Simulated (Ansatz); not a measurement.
```yaml
crystal:
  periodic: [false, false, false]
  atoms:
    - {symbol: N, position_ang: [0.573750, 1.486291, -0.437476]}
    - {symbol: B, position_ang: [0.625213, 0.096376, -0.469445]}
    - {symbol: F, position_ang: [1.592837, -0.476349, -1.204614]}
    - {symbol: Si, position_ang: [-0.693105, -1.074014, 0.538471]}
    - {symbol: H, position_ang: [1.228100, 2.065449, -0.940358]}
    - {symbol: H, position_ang: [-0.115755, 1.994775, 0.086309]}
    - {symbol: H, position_ang: [-1.468532, -1.934978, -0.396991]}
    - {symbol: H, position_ang: [0.008292, -1.965654, 1.502935]}
    - {symbol: H, position_ang: [-1.662199, -0.238096, 1.304169]}
basis:
  gaussian: {orbitals: cc-pVDZ}
total_charge: 1
magnetization: {spin_polarized: true, initial_magnetization: 1}
hamiltonian: {xc: {name: PBE}, dispersion: d3bj}
output: {forces: true}
```

```sh
$ ansatz run in.yaml --threads 2 --pin off --events-out ev --progress --plain --max-ram 4352MiB
```

It prints (some lines left out):

```
Functional definition: PBE
1016 factors; their error is unknown
mean field evaluation 1: about -12806.4871 eV, gradient 6.5e1 eV
mean field evaluation 2: about -12587.0683 eV, gradient 1.9e2 eV
mean field evaluation 4: about -12817.4317 eV, gradient 4.4e1 eV
mean field evaluation 8: about -12823.3801 eV, gradient 1.3e1 eV
mean field evaluation 16: about -12824.7288 eV, gradient 4.7e0 eV
mean field evaluation 32: about -12824.8222 eV, gradient 3.9e-6 eV
mean field -12824.82223222 eV, -471.3035240575 hartree, gradient 3.9e-6 eV, S^2 0.752352; 7 other end points of the search recorded, 0 dependent functions left out
reference -12824.82226593 eV, -471.3035252963 hartree; 20, 19 occupied and 65, 66 virtual orbitals, 1016 factors
Total energy: -12824.97106495 eV, -471.3089935594 hartree
Atom 0 at     0.573750     1.486291    -0.437476 Å, force    -0.513072    -0.584181     1.011622 eV/Å
Atom 1 at     0.625213     0.096376    -0.469445 Å, force     2.409725     0.985900    -1.431161 eV/Å
Atom 2 at     1.592837    -0.476349    -1.204614 Å, force    -0.631725    -0.540357     0.610150 eV/Å
Atom 3 at    -0.693105    -1.074014     0.538471 Å, force    -2.050335    -1.595495     0.651867 eV/Å
Atom 4 at     1.228100     2.065449    -0.940358 Å, force     0.381637     0.412010    -0.982386 eV/Å
Atom 5 at    -0.115755     1.994775     0.086309 Å, force    -0.584989     0.595022     0.552912 eV/Å
Atom 6 at    -1.468532    -1.934978    -0.396991 Å, force     0.069054     0.006140    -0.469943 eV/Å
Atom 7 at     0.008292    -1.965654     1.502935 Å, force     0.891986    -0.033302     0.095433 eV/Å
Atom 8 at    -1.662199    -0.238096     1.304169 Å, force     0.027719     0.754264    -0.038495 eV/Å
Dipole moment:    -0.224171     0.520868     0.239693 e Å
```

Hardware: 2 threads of an Arm Neoverse V2 on a shared host. Wall time 6 s, peak host memory 0.19 GiB.
